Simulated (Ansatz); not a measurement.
Ansatz (a first-principles code) input:

Ansatz 0.2 input:
```yaml
crystal:
  periodic: [false, false, false]
  atoms:
    - {symbol: B, position_ang: [0.06491544, -0.21498043, 0.25707852]}
    - {symbol: F, position_ang: [1.22275782, -0.93661742, 0.43030786]}
    - {symbol: F, position_ang: [-0.78669751, -0.50748319, 1.29658072]}
    - {symbol: S, position_ang: [-0.26557000, 0.87948797, -1.05171187]}
basis:
  gaussian:
    orbitals: def2-TZVP
hamiltonian:
  xc: b3lyp
  dispersion: d3bj
total_charge: -1
phonons: {temperatures: {t_min: 298.15, t_max: 298.15, t_step: 100}}
```

Task: What final total energy does it print?

Result: -623.07880 Eh (B3LYP-D3(BJ)/def2-TZVP). The basis has 130 functions. The run takes roughly 22 core-seconds.

It need not be the lowest isomer of its formula. Whether it binds its extra electron was not tested at this geometry.
